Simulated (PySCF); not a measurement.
Se(Cl)(NH2) (ClH₂NSe), SMILES [Se](N)Cl.

Geometry optimised at B3LYP-D3(BJ)/def2-TZVP. The values are those of a single conformer.

Level of theory: B3LYP-D3(BJ)/def2-TZVP (PySCF).

Frequencies are harmonic and unscaled.

| mode | ν (cm⁻¹) | IR (km/mol) | moving atoms (share of kinetic energy) |
|---|---|---|---|
| 1 | 201 | 16.2 | N 44 %, Cl 24 %, H 18 %, Se 14 % |
| 2 | 356 | 62.9 | Cl 65 %, Se 34 % |
| 3 | 474 | 26.7 | H 94 % |
| 4 | 555 | 225.3 | N 49 %, H 46 % |
| 5 | 782 | 21.0 | N 48 %, H 39 %, Se 13 % |
| 6 | 1014 | 4.3 | H 91 %, N 8 % |
| 7 | 1597 | 15.9 | H 92 % |
| 8 | 3512 | 17.5 | H 96 % |
| 9 | 3620 | 39.7 | H 91 %, N 9 % |
